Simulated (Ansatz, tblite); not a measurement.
Forces on the cluster Hf5⁻ at its PBE-D4/def2-SVPD geometry. Charge -1, multiplicity 2.

In the def2 sets Hf takes a core potential; there is no spin–orbit coupling. The xTB rows come from tblite. At PBE-D4/def2-TZVPD the highest occupied level of the charge -1 doublet lies above zero (up to 0.53 eV). It is a level of β spin, whose loss leaves a triplet; that state wasn't run at this geometry and level. The electron is either unbound and held by the finite basis, or the level is raised by self-interaction error. No other spin state of charge -1 was run. The structure comes from a short search, and lower isomers may exist.

GFN1-xTB (tblite), largest force 4.82 eV/Å:

```xyz
5
positions Å, forces eV/Å
Hf   -1.154   -1.154   -0.071   -3.389   -3.426   -0.101
Hf    0.381    0.844   -1.345    1.199    2.549   -3.912
Hf    0.774    0.310    1.417    2.133    0.855    3.908
Hf   -1.613    1.579    0.534   -2.756    2.739    0.976
Hf    1.612   -1.580   -0.536    2.813   -2.716   -0.871
```

GFN2-xTB (tblite), largest force 1.83 eV/Å:

```
Hf -1.289 -1.295 -0.063
Hf 0.438 0.954 -1.497
Hf 0.598 0.240 1.096
Hf -0.606 0.768 0.475
Hf 0.859 -0.667 -0.011
```

PBE-D4/def2-TZVPD (Ansatz), largest force 0.14 eV/Å:

```
Hf 0.096 0.095 0.009
Hf -0.029 -0.068 0.113
Hf -0.068 -0.027 -0.125
Hf 0.087 -0.085 -0.028
Hf -0.086 0.085 0.030
```
